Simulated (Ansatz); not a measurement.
Cost and result for the atomization energy of C₂H₈AlNSi, SMILES `[CH3][Al]1[NH][SiH]1C` (13 atoms, 13 bonds).

```xyz
13

C     0.8458   -1.0734   -2.7194
Al    0.3232   -0.6486   -0.8932
N     1.1225    0.0090    0.5534
Si   -0.4968   -0.2057    1.2170
C    -1.3653    1.3340    1.8423
H     1.8830   -0.7866   -2.9096
H     0.2081   -0.5552   -3.4407
H     0.7471   -2.1455   -2.9113
H     1.9664    0.3414    0.9963
H    -0.5897   -1.2104    2.3244
H    -0.8882    1.6972    2.7582
H    -2.4086    1.1087    2.0815
H    -1.3475    2.1351    1.1012
```

Charge 0, multiplicity 1. Geometry: relaxed with PBE0-D4/def2-TZVP. Program: Ansatz. All runs use 4 threads of an Arm Neoverse V1 on a shared host. Times are those of one run each, without the atoms' runs, and a repeat can differ threefold. Electronic energies, without spin–orbit coupling; frozen cores. CCSD(T)/CBS adds CCSD(T) − MP2 in def2-TZVPP to the MP2 limit, and its time is that of the two runs behind it. T1 = 0.012. B3LYP takes the VWN-RPA correlation (the form of Gaussian; ORCA's B3LYP/G).

CCSD(T)/CBS is a level of theory with its own doubt, some kJ/mol a heavy atom from the limit and from the frozen cores, so smaller differences don't rank the functionals.

| level | functions | wall time |
| --- | --- | --- |
| PBE-D4/def2-TZVPP (with forces) | 289 | 3.1 s |
| PBE0-D4/def2-TZVPP | 289 | 3.9 s |
| r2SCAN-D4/def2-TZVPP (with forces) | 289 | 6 s |
| B3LYP-D4/def2-TZVPP (with forces) | 289 | 6.5 s |
| B2PLYP/def2-TZVPP | 289 | 7.5 s |
| ωB97X-V/def2-TZVPP | 289 | 11 s |
| ωB97M-V/def2-TZVPP (with forces) | 289 | 15 s |
| MP2/def2-QZVPP | 551 | 34 s |
| CCSD(T)/def2-TZVPP | 289 | 3.7 min |
| CCSD(T)/CBS(def2) | – | 4.2 min |

**Question.** What atomization energy does each give, and how far from CCSD(T)/CBS? (An estimate is asked.)

**Answer.** The calculation gave: 
| level | atomization (kJ/mol) | difference from CCSD(T)/CBS | per bond |
| --- | --- | --- | --- |
| PBE-D4/def2-TZVPP (with forces) | 4658.0 | 58.7 | 4.5 |
| PBE0-D4/def2-TZVPP | 4599.4 | 0.1 | 0.0 |
| r2SCAN-D4/def2-TZVPP (with forces) | 4612.2 | 12.9 | 1.0 |
| B3LYP-D4/def2-TZVPP (with forces) | 4597.3 | -2.0 | -0.1 |
| B2PLYP/def2-TZVPP | 4546.2 | -53.1 | -4.1 |
| ωB97X-V/def2-TZVPP | 4618.1 | 18.8 | 1.5 |
| ωB97M-V/def2-TZVPP (with forces) | 4613.3 | 14.0 | 1.1 |
| MP2/def2-QZVPP | 4592.3 | -7.0 | -0.5 |
| CCSD(T)/def2-TZVPP | 4476.0 | -123.3 | -9.5 |
| CCSD(T)/CBS(def2) | 4599.3 | 0.0 | 0.0 |

From PBE to PBE0 (25 % exact exchange), in def2-TZVPP and without D4, the atomization energy moves by −54.9 kJ/mol: exact exchange takes away binding that semilocal exchange gives to molecules. The D4 term adds +40.9 kJ/mol with B3LYP and +21.6 kJ/mol with PBE0; it sums over pairs of atoms, weighted by their polarisabilities, and B3LYP, whose exchange is more repulsive, gets the larger term. In def2-TZVPP, CCSD(T) changes the Hartree–Fock value by +1119.1 kJ/mol (the triples alone add +64.1 kJ/mol) and MP2 by +1162.1 kJ/mol; breaking electron pairs costs correlation energy, which Hartree–Fock lacks.
